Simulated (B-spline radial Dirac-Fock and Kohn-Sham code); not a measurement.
**How the levels of boron move as electrons are removed**

The computed values come from a radial atomic solver: Dirac-Fock (average of configuration) total-energy differences with a finite nucleus, the Breit interaction including its frequency dependence, and self-energy and vacuum-polarisation corrections. Each ion is free and in its tabulated ground configuration. Correlation energy is missing from these numbers.

Reference: B, [He] 2s2 2p1, with K 200.8 eV. Shifts from it, in eV (a dash: the subshell is empty, belongs to an open shell averaged over j, or its hole state is left out as unreliable):

```csv
ion,configuration,K
B⁺,[He] 2s2,+16.8
B²⁺,[He] 2s1,–
B³⁺,1s2,+57.3
B⁴⁺,1s1,+139.4
```
